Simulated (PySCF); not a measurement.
C3H8ClNSi, SMILES C/N=C/[Si@@H](C)Cl. The structure is a stationary point at PBE-D3(BJ)/def2-SVP. The structure was generated by enumeration; whether it is a known compound was not checked. The values are those of a single conformer.

Problem. Give the equilibrium geometry at PBE-D3(BJ)/def2-SVP (PySCF confirms it by a frequency run) as bond lengths and angles. (Estimate from the structure and the level; the computed values follow.)

Solution. This is not unique; one that fits is 
Atoms: C1 N2 C3 Si4 C5 Cl6 H7 H8 H9 H10 H11 H12 H13 H14. Bonded distances (Å): C1–N2 1.444, C1–H7 1.118, C1–H8 1.111, C1–H9 1.111, N2–C3 1.283, C3–Si4 1.896, C3–H10 1.125, Si4–C5 1.871, Si4–Cl6 2.097, Si4–H11 1.504, C5–H12 1.108, C5–H13 1.107, C5–H14 1.109. Bond angles (°): N2–C1–H7 114.2, N2–C1–H8 109.1, N2–C1–H9 109.2, H7–C1–H8 109.0, H7–C1–H9 109.1, H8–C1–H9 105.8, C1–N2–C3 119.2, N2–C3–Si4 117.4, N2–C3–H10 121.6, Si4–C3–H10 121.0, C3–Si4–C5 109.9, C3–Si4–Cl6 107.3, C3–Si4–H11 109.6, C5–Si4–Cl6 111.1, C5–Si4–H11 112.2, Cl6–Si4–H11 106.5, Si4–C5–H12 110.1, Si4–C5–H13 112.0, Si4–C5–H14 108.1, H12–C5–H13 109.0, H12–C5–H14 108.0, H13–C5–H14 109.6.
